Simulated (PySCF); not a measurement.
CH5ClO3Si, SMILES O([Si](Cl)(O)O)C.

The structure is a stationary point at B3LYP-D3(BJ)/def2-SVP. One conformer was computed; it need not be the lowest.

Two levels are set side by side: PBE/def2-TZVP (PySCF) and ωB97X/def2-TZVP (PySCF). Same geometry, gas phase. Differences are taken from unrounded values.

| quantity | ωB97X |
|---|---|
| orbital gap (eV) | 13.68 |
| highest occupied level (eV) | -11.13 |
| lowest empty level (eV) | 2.55 |
| dipole moment (D) | 0.45 |
| mean polarisability (bohr³) | 55.0 |

Problem. What does PBE give, and how far is it from ωB97X? (Estimate from the structure and the level; the computed values follow.)

Solution. 
```json
[
 {"quantity": "orbital gap (eV)", "PBE": "6.53", "PBE minus ωB97X": "-7.15"},
 {"quantity": "highest occupied level (eV)", "PBE": "-7.04", "PBE minus ωB97X": "4.09"},
 {"quantity": "lowest empty level (eV)", "PBE": "-0.51", "PBE minus ωB97X": "-3.06"},
 {"quantity": "dipole moment (D)", "PBE": "0.34", "PBE minus ωB97X": "-0.11"},
 {"quantity": "mean polarisability (bohr³)", "PBE": "58.4", "PBE minus ωB97X": "3.4"}
]
```

Without exact exchange PBE keeps part of each electron's self-repulsion, which lifts occupied levels and narrows the gap. Loosely held outer electrons make PBE densities more polarisable. Differences between two approximate levels are no errors against the true value.

Rough cost on one machine, each run with all the roots and properties that it gave: ωB97X against PBE within a factor of 2.
